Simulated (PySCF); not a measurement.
Radial density of Rh⁻ (rhodium, charge -1)

UHF, [Kr] 4d8 5s2, high-spin 3F determinant. All numbers are calculated (PySCF 2.14, a scalar-relativistic core potential, in aug-cc-pV5Z-PP with ECP28MDF (8s8p7d5f4g3h2i, 197 functions)). This is the valence pseudo-density: the core potential removes the inner electrons and smooths the orbitals near the nucleus.

```json
{"r (bohr)": "0.0146", "4πr²ρ (e/bohr)": "1.268e-05", "4πr²(ρα − ρβ)": "0.0000"}
{"r (bohr)": "0.0245", "4πr²ρ (e/bohr)": "2.737e-05", "4πr²(ρα − ρβ)": "0.0000"}
{"r (bohr)": "0.0413", "4πr²ρ (e/bohr)": "5.634e-05", "4πr²(ρα − ρβ)": "0.0000"}
{"r (bohr)": "0.0694", "4πr²ρ (e/bohr)": "0.0001498", "4πr²(ρα − ρβ)": "0.0000"}
{"r (bohr)": "0.117", "4πr²ρ (e/bohr)": "0.0008545", "4πr²(ρα − ρβ)": "0.0001"}
{"r (bohr)": "0.196", "4πr²ρ (e/bohr)": "0.01025", "4πr²(ρα − ρβ)": "0.0013"}
{"r (bohr)": "0.330", "4πr²ρ (e/bohr)": "0.2157", "4πr²(ρα − ρβ)": "0.0221"}
{"r (bohr)": "0.556", "4πr²ρ (e/bohr)": "4.296", "4πr²(ρα − ρβ)": "0.3076"}
{"r (bohr)": "0.935", "4πr²ρ (e/bohr)": "15.15", "4πr²(ρα − ρβ)": "1.3431"}
{"r (bohr)": "1.57", "4πr²ρ (e/bohr)": "7.131", "4πr²(ρα − ρβ)": "1.1840"}
{"r (bohr)": "2.64", "4πr²ρ (e/bohr)": "1.468", "4πr²(ρα − ρβ)": "0.3897"}
{"r (bohr)": "4.45", "4πr²ρ (e/bohr)": "0.3886", "4πr²(ρα − ρβ)": "0.0547"}
{"r (bohr)": "7.48", "4πr²ρ (e/bohr)": "0.1143", "4πr²(ρα − ρβ)": "-0.0565"}
{"r (bohr)": "12.6", "4πr²ρ (e/bohr)": "0.02649", "4πr²(ρα − ρβ)": "-0.0241"}
{"r (bohr)": "21.2", "4πr²ρ (e/bohr)": "9.400e-05", "4πr²(ρα − ρβ)": "-0.0001"}
```

Energies and moments cover only the electrons outside the core potential. ⟨S²⟩ = 2.22 against 2.00 shows spin contamination. The outer electron is barely bound at this level, so radii and moments hang on the diffuse functions.

Task: Where is the radial spin density 4πr²(ρα − ρβ) most negative, and why is it negative at all?

Result: Around r = 7.48 bohr, down to -0.0565 e/bohr: exchange with the open shell polarises the paired shells in an unrestricted calculation.
